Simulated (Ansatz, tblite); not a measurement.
Cost and result up the ladder for Li4S (5 atoms). Total charge 0; singlet. Geometry: B3LYP-D4/def2-TZVP.

```xyz
5

Li   -1.155    2.950    1.016
Li   -0.365    0.904   -1.092
Li   -0.039    0.146    1.381
Li    1.139   -2.953   -0.883
S     0.420   -1.048   -0.422
```

Ansatz on 4 threads of Arm Neoverse V2 on a shared host; xTB runs through tblite on one thread. Times are rough, summed over both states, and most runs start from the orbitals of an earlier one. RPA@PBE/def2-TZVP serves as the yardstick here, not as an exact answer. The other state is a quintet at its own geometry, which has other bonds, so the gap mixes isomer and spin.

The xTB rows come from tblite. Correlated methods freeze 5 core orbitals; core or outer-core shells of Li are correlated, in sets that lack core-valence functions. The order of the spin states hangs on the level: the triplet lies 0.07 eV below the singlet at r2SCAN0-D4/def2-TZVP, but 0.05 eV above it at LDA (SPW92)/def2-TZVP. At PBE0-D4/def2-TZVP a triplet of charge 0 lies 3.57 eV below the quintet, each at its own geometry. Another isomer (singlet) lies 0.06 eV lower at PBE-D4/def2-TZVP.

Run but left out: HF/def2-TZVP, HF/def2-TZVPP, r2SCAN-D4/def2-TZVP, PBE-QIDH/def2-TZVP (singlet: restricted singlet, unstable towards broken spin symmetry).

Correlated methods converge slowly with the basis.

xTB has no spin-polarisation term.

```csv
level,functions,wall time
GFN1-xTB,25,0.004 s
GFN2-xTB,25,0.007 s
MP2/def2-TZVP,93,0.7 s
LDA (SPW92)/def2-TZVP,93,0.8 s
PBE-D4/def2-TZVP (with forces),93,1.6 s
revPBE-D4/def2-TZVP,93,1.6 s
RPA@PBE/def2-TZVP,93,2.4 s
BHLYP-D4/def2-TZVP,93,2.6 s
PBE0-D4/def2-TZVP,93,3.2 s
r2SCAN0-D4/def2-TZVP,93,5.5 s
CCSD(T)/def2-TZVPP,118,16 s
```

Estimate what each level gives for the quintet − singlet (eV).


| level | quintet − singlet (eV) | difference from RPA@PBE/def2-TZVP (eV) | remarks |
| --- | --- | --- | --- |
| GFN1-xTB | 4.84 | 1.40 | – |
| GFN2-xTB | 4.75 | 1.31 | – |
| MP2/def2-TZVP | 3.54 | 0.10 | restricted SCF unstable (singlet) |
| LDA (SPW92)/def2-TZVP | 4.05 | 0.62 | – |
| PBE-D4/def2-TZVP (with forces) | 3.63 | 0.19 | – |
| revPBE-D4/def2-TZVP | 3.53 | 0.09 | – |
| RPA@PBE/def2-TZVP | 3.44 | 0.00 | – |
| BHLYP-D4/def2-TZVP | 3.67 | 0.24 | – |
| PBE0-D4/def2-TZVP | 3.56 | 0.13 | – |
| r2SCAN0-D4/def2-TZVP | 3.47 | 0.04 | – |
| CCSD(T)/def2-TZVPP | 3.71 | 0.27 | restricted SCF unstable (singlet) |
